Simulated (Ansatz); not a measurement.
Be(OMe)(OSiH3) (CH6BeO2Si), SMILES C[O][Be][O][SiH3]. Atoms are numbered in the order given.

```xyz
11

Be    -0.4833     0.1144     0.3625
O     -1.6133     0.4100     1.1197
C     -2.7310     0.7053     1.8690
H     -2.5499     1.5674     2.5373
H     -3.5920     0.9581     1.2228
H     -3.0279    -0.1518     2.5015
O      0.6718    -0.1878    -0.4118
Si     2.0043    -0.5351    -1.3064
H      1.6833    -1.5522    -2.3539
H      3.0921    -1.0808    -0.4384
H      2.5163     0.6943    -1.9854
```
Charge 0, spin multiplicity 1.

Geometry: r2SCAN-D4/def2-SVP. The values are those of a single conformer.

Two levels are set side by side: PBE-D3(BJ)/def2-SVP (Ansatz, a quantum-chemistry and plane-wave program) and r2SCAN-D4/def2-SVP (Ansatz). Each level has its own optimised geometry; the coordinates shown are those of the second. Differences are taken from unrounded values.

```
quantity              r2SCAN-D4
--------------------  ---------
mean bond length (Å)      1.364
bond Be1–O2 (Å)           1.392
bond Be1–O7 (Å)           1.423
bond O2–C3 (Å)            1.378
bond O7–Si8 (Å)           1.642
bond C3–H4 (Å)            1.106
bond C3–H5 (Å)            1.106
bond C3–H6 (Å)            1.106
bond Si8–H9 (Å)           1.495
bond Si8–H10 (Å)          1.495
bond Si8–H11 (Å)          1.495
```

Question: What does PBE-D3(BJ) give, and how far is it from r2SCAN-D4? (The exact figures need the calculation; the answer reports its results.)

Answer: 
```
quantity              PBE-D3(BJ)  PBE-D3(BJ) minus r2SCAN-D4
--------------------  ----------  --------------------------
mean bond length (Å)       1.372                       0.008
bond Be1–O2 (Å)            1.396                       0.004
bond Be1–O7 (Å)            1.426                       0.003
bond O2–C3 (Å)             1.380                       0.003
bond O7–Si8 (Å)            1.655                       0.013
bond C3–H4 (Å)             1.115                       0.009
bond C3–H5 (Å)             1.115                       0.009
bond C3–H6 (Å)             1.115                       0.009
bond Si8–H9 (Å)            1.506                       0.012
bond Si8–H10 (Å)           1.506                       0.012
bond Si8–H11 (Å)           1.506                       0.012
```

On these quantities the two levels nearly agree.
